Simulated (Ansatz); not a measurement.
```yaml
crystal:
  periodic: [false, false, false]
  atoms:
    - {symbol: N, position_ang: [0.966205, 0.602096, 2.929242]}
    - {symbol: C, position_ang: [0.852311, -0.094187, 2.174243]}
    - {symbol: N, position_ang: [0.825616, -0.844950, 0.967459]}
    - {symbol: Si, position_ang: [-0.061585, -1.254393, -0.483609]}
    - {symbol: Ga, position_ang: [-0.840785, 0.696913, -1.922412]}
    - {symbol: H, position_ang: [1.702960, 1.687077, 2.668940]}
    - {symbol: H, position_ang: [0.967032, -1.865825, -1.435672]}
    - {symbol: H, position_ang: [-1.463196, -2.237527, -0.174496]}
    - {symbol: H, position_ang: [-1.876465, 0.839843, -2.921606]}
    - {symbol: H, position_ang: [-0.847397, 2.350162, -1.144912]}
basis:
  gaussian: {orbitals: def2-TZVPD, nuclear_model: gaussian}
hamiltonian: {xc: {name: PBE0-DH}}
outputs: {forces: true}
output: {forces: true}
```

```sh
$ ansatz run in.yaml --threads 2 --pin off --events-out ev --progress --plain --max-ram 32768MiB --backend cpu
```

Q: How does Ansatz answer? (An estimate is asked.)

A: Ansatz gave: The input was rejected before any iteration.
```
Error: YAML parse error: error: line 17 column 1: unknown field `outputs`, expected one of crystal, accuracy, basis, kpoints, hamiltonian, magnetization, projection, total_charge, correlation, batch, efield, external_charges, scf, relax, neb, saddle, md, ramp, phonons, dielectric, real_time, elastic, magnetic_configurations, gw, evaluate, workflow, output, checkpoint, execution
15 |   gaussian: {orbitals: def2-TZVPD, nuclear_model: gaussian}
16 | hamiltonian: {xc: {name: PBE0-DH}}
17 | outputs: {forces: true}
18 | output: {forces: true}
```
